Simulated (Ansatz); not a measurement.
Geometry optimisation, RKS PBE0-D4/def2-SVP (Ansatz 0.2.0).

input.yaml

```yaml
crystal:
  periodic: [false, false, false]
  atoms:
    - { symbol: "N", position_ang: [-0.94108, 0.30154, -0.72241] }
    - { symbol: As, position_ang: [0.01014, 0.23701, 0.87213] }
    - { symbol: S, position_ang: [1.82903, -0.74715, 0.07985] }
    - { symbol: H, position_ang: [-1.45269, -0.56128, -0.88382] }
    - { symbol: H, position_ang: [-1.62109, 1.0539, -0.71935] }
    - { symbol: H, position_ang: [0.56018, 1.61738, 0.66252] }
    - { symbol: H, position_ang: [1.6155, -1.90139, 0.71108] }
basis:
  gaussian: { orbitals: def2-SVP }
hamiltonian:
  xc: pbe0
  dispersion: d4
relax:
  f_tol: 0.015
  max_steps: 40
output:
  orbitals: {}
```

Run as:

```bash
$ ansatz run input.yaml --threads 1 --pin off --max-ram 2048MiB --backend cpu --events-out ev --progress --plain --runs-dir out
```

Where does it end, and by what steps?

The run converged. After 22 steps the energy has fallen by 0.279 eV; H5 moved furthest, 0.97 Å.

| step | energy less start (eV) | largest force component (eV/Å) | accepted |
| --- | --- | --- | --- |
| 0 | 0.0000 | 0.623 | yes |
| 1 | -0.0453 | 0.194 | yes |
| 2 | -0.0422 | 1.113 | no |
| 3 | -0.0625 | 0.213 | yes |
| 4 | -0.0778 | 0.147 | yes |
| 5 | -0.0879 | 0.874 | yes |
| 6 | -0.1215 | 0.216 | yes |
| 7 | -0.0998 | 0.959 | no |
| 8 | -0.1360 | 0.239 | yes |
| 9 | -0.1393 | 0.450 | yes |
| 10 | -0.1520 | 0.154 | yes |
| 11 | -0.1494 | 0.543 | no |
| 12 | -0.1559 | 0.096 | yes |
| 13 | -0.1591 | 0.303 | yes |
| 14 | -0.1814 | 0.378 | yes |
| 15 | -0.2470 | 0.449 | yes |
| 16 | -0.2371 | 1.404 | no |
| 17 | -0.2653 | 0.245 | yes |
| 18 | -0.2742 | 0.280 | yes |
| 19 | -0.2736 | 0.215 | no |
| 20 | -0.2785 | 0.035 | yes |
| 21 | -0.2785 | 0.046 | no |
| 22 | -0.2788 | 0.014 | yes |

```xyz
7
Properties=species:S:1:pos:R:3
N -1.258 0.377 -0.430
As -0.093 0.157 0.971
S 1.867 -0.569 0.061
H -1.734 -0.489 -0.671
H -0.868 0.787 -1.276
H 0.412 1.593 0.920
H 1.674 -1.856 0.426
```

Whether the end is a true minimum wasn't checked by a vibrational analysis.

The run took 96 s on 1 thread of Intel(R) Xeon(R) Processor @ 2.70GHz, on a shared host, peak memory 0.18 GiB.
